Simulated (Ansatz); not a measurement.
Molecule: TeCl₄ (charge 0, singlet). 
Coordinates optimised at B3LYP-D3(BJ)/def2-TZVP (Ansatz, a quantum-chemistry and plane-wave program):
SMILES: [Te](Cl)(Cl)(Cl)Cl
```xyz
5

Te     0.0061     0.0048     0.4213
Cl     1.0794    -1.4200    -1.0697
Cl     1.9502     1.5170     0.3800
Cl    -1.1105     1.3954    -1.0702
Cl    -1.9378    -1.5072     0.4713
```

Dipole moments at this geometry, in debye (magnitudes).

```csv
level,program,dipole (D)
B97M-V/def2-TZVPD,Ansatz,0.84
PBE0/def2-TZVPD,Ansatz,0.75
BHLYP/def2-TZVPD,Ansatz,0.78
LC-wPBE/def2-TZVPD,Ansatz,0.72
wB97X-V/def2-TZVPD,Ansatz,0.73
CCSD(T)/def2-SVPD,Ansatz,0.72
```
